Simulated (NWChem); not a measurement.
# CH₆BN; SMILES BNC

```xyz
9

B      0.2353    -1.3614     0.0000
H     -0.4266    -2.3743     0.0000
H      1.4464    -1.3842     0.0000
N     -0.4167    -0.1364     0.0000
C      0.1818     1.1752     0.0000
H     -1.4311    -0.1255     0.0000
H     -0.1074     1.7594     0.8904
H     -0.1074     1.7594    -0.8904
H      1.2756     1.0760     0.0000
```
Atoms are numbered in this order, from 1.

Results from NWChem. The geometry was optimised at PBE0/def2-SVP. Level PBE/def2-SVP: energy and gradient on several grids; changes count from the extra-fine grid, which is no exact limit either.

Which is the coarsest grid (xcoarse; coarse; xfine; fine; medium) from which on the energy stays within 100 μHa and each gradient component within 200 μHa/bohr of xfine?

coarse.
| grid | size of the energy change (μHa) | largest change of a gradient component (μHa/bohr) |
|---|---|---|
| xcoarse | 400 | 2000 |
| coarse | < 10 | 90 |
| medium | < 10 | < 30 |
| fine | < 10 | < 30 |
| xfine | < 10 | < 30 |
